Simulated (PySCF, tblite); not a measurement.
Isomers of C6H8NO (doublet state). Level: GFN2-xTB in tblite, geometry and Hessian alike; calculated harmonic values, unscaled, isolated species. The method is semi-empirical: single wavenumbers can be off by several per cent or more. One conformer each. Open shells enter through the occupations alone, without spin polarisation, and single modes of such species can be off by tens of per cent.

Electronic energies: B3LYP/pcH-1 single points on the GFN2-xTB geometries (PySCF, gas phase).

```json
{"SMILES": "CC(=O)[C]1C=CNC1", "electronic energy, lowest = 0 (kcal/mol)": "0.0"}
{"SMILES": "O=C[C@H]1C[C]=NCC1", "electronic energy, lowest = 0 (kcal/mol)": "35.0"}
{"SMILES": "CC#C[C@@H](C)[N]C=O", "electronic energy, lowest = 0 (kcal/mol)": "57.3"}
```

How do GFN2-xTB zero-point energies change the relative energies?

```json
{"SMILES": "CC(=O)[C]1C=CNC1", "ZPE (kcal/mol)": "79.0", "of it from modes above 1550 cm⁻¹": "37.6", "electronic (kcal/mol)": "0.0", "with ZPE, lowest = 0 (kcal/mol)": "0.0", "lowest mode (cm⁻¹)": "90", "rings": "1"}
{"SMILES": "O=C[C@H]1C[C]=NCC1", "ZPE (kcal/mol)": "79.8", "of it from modes above 1550 cm⁻¹": "38.9", "electronic (kcal/mol)": "35.0", "with ZPE, lowest = 0 (kcal/mol)": "35.8", "lowest mode (cm⁻¹)": "82", "rings": "1"}
{"SMILES": "CC#C[C@@H](C)[N]C=O", "ZPE (kcal/mol)": "76.1", "of it from modes above 1550 cm⁻¹": "39.3", "electronic (kcal/mol)": "57.3", "with ZPE, lowest = 0 (kcal/mol)": "54.4", "lowest mode (cm⁻¹)": "13i", "rings": "0"}
```

The zero-point energies span 3.7 kcal/mol, from `CC#C[C@@H](C)[N]C=O` to `O=C[C@H]1C[C]=NCC1`. Slightly imaginary modes are left out of the zero-point energy: `CC#C[C@@H](C)[N]C=O` 13.4i cm⁻¹. The order is unchanged.

And how do the electronic energies of GFN2-xTB itself compare?

`CC(=O)[C]1C=CNC1` 0.0; `O=C[C@H]1C[C]=NCC1` 35.6; `CC#C[C@@H](C)[N]C=O` 53.2 kcal/mol, lowest = 0. Against the energies above, taken from the same isomer `CC(=O)[C]1C=CNC1`, the largest difference is 4.1 kcal/mol.
